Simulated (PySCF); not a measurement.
## The first ionisation energy along group 6

All values are computed (PySCF 2.14, energy differences of UHF-based or UKS calculations, no spin-orbit coupling). Values in eV. The last column holds reference values (NIST; (s) semi-empirical, (t) theoretical, else measured). Unmarked ones compare directly (S terms, centres of terms, or small fine structure); those marked * lie between the lowest fine-structure levels and include a spin-orbit shift.

```tsv
element	configurations	UHF	PBE0	MP2 (valence)	SCS-MP2 (valence)	CCSD(T) (valence)	CCSD(T) (valence and next inner shell)	reference
Cr (def2-TZVPPD, non-relativistic)	[Ar] 3d5 4s1 → [Ar] 3d5	5.915	6.935	6.366	6.065	6.413	6.598	6.767
Mo (def2-TZVPPD with the def2 core potential (28 electrons), ECP)	[Kr] 4d5 5s1 → [Kr] 4d5	6.269	7.250	6.797	6.445	6.852	7.065	7.092
W (def2-TZVPPD with the def2 core potential (60 electrons), ECP)	[Xe] 4f14 5d4 6s2 → [Xe] 4f14 5d4 6s1	5.871	7.277	7.130	7.384	7.412	7.548	7.825
```

```
                                method  elements  mean error (eV)  mean absolute error (eV)  largest error (eV)
                                   UHF         3           -1.210                     1.210              -1.954
                                  PBE0         3           -0.074                     0.291              -0.548
                         MP2 (valence)         3           -0.463                     0.463              -0.695
                     SCS-MP2 (valence)         3           -0.596                     0.596              -0.701
                     CCSD(T) (valence)         3           -0.336                     0.336              -0.413
CCSD(T) (valence and next inner shell)         3           -0.157                     0.157              -0.277
```

Errors include the incompleteness of the basis and the frozen core.

"Valence" correlates the outer s and p shells and, in groups 3 to 12 and the f block, the outer d or f shell, open or full, or the next shell where the ion has no valence electron left; the wider scheme adds the next inner shell.
